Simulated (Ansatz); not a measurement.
Consider the formal exchange of groups at a C–N bond: `OC(O)(F)N[SiH3]` + `CF` → `OC(O)(F)CF` + `N[SiH3]`.

Isolated molecules relaxed with PBE0-D4/def2-TZVP in Ansatz; ΔE leaves out vibrations. CCSD(T)/CBS is the MP2 limit (def2-TZVPP, def2-QZVPP) plus CCSD(T) − MP2 in def2-TZVPP, frozen cores. This one scheme is used for every species. Each species was taken in one conformer, which may not be the lowest.

| species | CCSD(T)/CBS(def2) energy (Eh) |
| --- | --- |
| `OC(O)(F)N[SiH3]` | -635.61324 |
| `CF` | -139.63461 |
| `OC(O)(F)CF` | -428.44666 |
| `N[SiH3]` | -346.80422 |

(1) Work out ΔE.

Largest T1 diagnostic among the species: 0.011.

## Answers

(1) ΔE = (-428.44666) + (-346.80422) − (-635.61324) − (-139.63461) = -0.00303 Eh = -1.9 kcal/mol.

The D4 term adds +1.2 kcal/mol with B3LYP and +0.7 kcal/mol with PBE0; it sums over pairs of atoms, weighted by their polarisabilities, and B3LYP, whose exchange is more repulsive, gets the larger term.

B3LYP here is the variant with VWN-RPA as its local correlation; programs differ in this.
